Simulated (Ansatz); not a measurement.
The same path of ClH + GaH2O2 (7 atoms, charge 0, multiplicity 2) was run 3 times with different band settings.

All numbers below come from UKS BHLYP/def2-mTZVP (Ansatz 0.2.0).

Relaxed end points:

```xyz
7
Properties=species:S:1:pos:R:3
Ga 0.150 -0.316 -0.204
H 0.089 0.174 2.931
O 1.736 -0.372 -1.017
H 1.694 -0.526 -1.961
O -1.291 -0.554 -1.241
H -2.148 -0.527 -0.822
Cl -0.440 0.322 4.098
```

```xyz
7
Properties=species:S:1:pos:R:3
Ga -0.011 -0.348 -0.336
H -0.003 0.101 2.546
O 1.445 -0.442 -1.362
H 2.290 -0.331 -0.932
O -1.539 -0.562 -1.230
H -2.349 -0.521 -0.726
Cl -0.043 0.305 3.823
```

Common settings: spring 5.0 eV/Å²; optimiser quadratic models (default); start path through a guess of the saddle point; end points relaxed.

| run | movable images | climbing image | force threshold | iteration limit |
| --- | --- | --- | --- | --- |
| 1 | 9 | yes | 0.05 eV/Å | 49 |
| 2 | 9 | yes | 0.5 eV/Å | 58 |
| 3 | 4 | no | 0.05 eV/Å | 60 |

Problem. What does each run give, and how far can it be trusted?

Solution. Run 1: converged after 16 iterations, highest image 0.088 eV above the first end. A vibrational analysis at the climbing image gives one clearly imaginary mode, 278i cm⁻¹: a first-order saddle point.
Run 2: converged after 9 iterations, highest image 0.121 eV above the first end. The threshold of 0.5 eV/Å is loose, so the images may lie well off the minimum-energy path. The order of the stationary point at the top wasn't checked.
Run 3: converged after 12 iterations, highest image 0.071 eV above the first end. No image climbed, so the highest image needn't sit at the top of the path.
